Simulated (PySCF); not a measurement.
An EPR property job and its printed output. Input:

```
{"job": {"kind": "epr", "basis": "pcH-1"}, "charge": 0, "multiplicity": 2}
C      1.485878     0.050154    -0.123454
Si    -0.305101    -0.155303     0.305744
O     -1.217848     1.096517    -0.227107
O     -0.916070    -1.472622    -0.418564
H      2.011489     0.983261    -0.018397
H      2.119968    -0.795360    -0.317889
H     -0.502262    -0.319578     1.749748
H     -1.005280     1.986194     0.033434
H     -1.657212    -1.367270    -1.008694
```

Method: UKS B3LYP, pcH-1 on C H O Si, non-relativistic, mean-field spin-orbit, GIAO in PySCF. Isolated species at its GFN2-xTB geometry (one conformer only). GFN2-xTB frequencies show an imaginary mode (50i cm⁻¹), so this geometry is no minimum at that level. Couplings are sensitive to structure, and on GFN2-xTB geometries they can be far from those on DFT ones.

Output of the driver script. The program numbers atoms from 0.

```
UKS, coarse grid
  cycle   1  E = -480.92136616  |g| = 7.63e-01
  cycle   2  E = -480.61095695  |g| = 1.20e+00
  cycle   3  E = -481.11354351  |g| = 7.33e-02
  cycle   4  E = -481.11548080  |g| = 3.46e-02
  cycle   5  E = -481.11607438  |g| = 6.00e-03
  cycle   6  E = -481.11609091  |g| = 2.62e-03
  cycle   7  E = -481.11609367  |g| = 1.34e-03
  cycle   8  E = -481.11609330  |g| = 2.88e-04
UKS, final grid
  cycle   1  E = -481.11610537  |g| = 3.25e-04
  cycle   2  E = -481.11610534  |g| = 4.75e-04
  cycle   3  E = -481.11610542  |g| = 4.93e-05
  cycle   4  E = -481.11610542  |g| = 1.40e-05
E = -481.11610542 Eh   <S^2> = 0.7529 (exact 0.7500)
g shifts (ppm)      1          2          3
  rmc          -124       -124       -124
  gc              5         27         32
  oz_so         -49        350        621
  total        -168        252        530
hyperfine (MHz)  atom isotope    a_iso     a_fc   dipolar eigenvalues
    0   13C      87.98      88.09    -76.67    -76.47    153.14
    1  29Si      45.47      45.51     -1.70     -0.40      2.09
    2   17O      -5.89      -5.89     -2.53      1.22      1.31
    3   17O      -1.73      -1.72     -2.30      0.94      1.36
    4    1H     -57.20     -57.21    -37.34     -0.77     38.11
    5    1H     -57.84     -57.85    -37.33     -0.77     38.10
    6    1H      45.50      45.51     -4.12     -1.10      5.22
    7    1H      -0.25      -0.25     -2.33     -2.00      4.33
    8    1H      -1.11      -1.11     -2.02     -1.66      3.69
```

|g| in the SCF lines is the orbital gradient. In the g block, columns 1 to 3 are the principal axes in rising order; rmc is the relativistic mass correction, gc the gauge correction and oz_so the orbital-Zeeman/spin–orbit term. a_fc is the Fermi-contact part of a_iso, the rest being spin–orbit.

(1) Is the state sound, as far as the log shows?

(2) What are the principal g values and g_iso?

(3) Which couplings shape the isotropic spectrum at natural abundance (0.05 mT or more)? Keep the log's numbering.

Results:

(1) The SCF converged after 12 cycles in all, 8 of them on the coarse grid; no stability test was run. ⟨S²⟩ = 0.7529 against the exact 0.7500, so spin contamination is small.

(2) Adding the total shifts to 2.002319 gives 2.00215, 2.00257, 2.00285; their mean shift is 205 ppm, so g_iso = 2.00252.

(3) atoms 4, 5 (1H, I = 1/2): mean -57.5 MHz = 2.05 mT in magnitude, a 1:2:1 triplet; atom 6 (1H, I = 1/2): 45.5 MHz = 1.62 mT in magnitude, a 1:1 doublet. Together 6 lines to first order. Class means assume fast exchange of nuclei equivalent by connectivity; if that motion is slow, each nucleus keeps its own coupling.

The species is `[CH2][SiH](O)O` [radical]. The run used 160 basis functions and 11 iterations of the response equations. 

On one thread, INTEL XEON PLATINUM 8581C at 2.10 GHz (x86_64), shared host, this took 15 s (grids of density and orbitals included) and 0.62 GiB of memory at its peak.

The values belong to the conformer `[CH2:1][SiH:2]([OH:3])[OH:4]`: H–O3–Si2–C1 -56°, H–O4–Si2–C1 -121°.
Labels such as C1 count atoms from 1, the log's own numbers from 0.
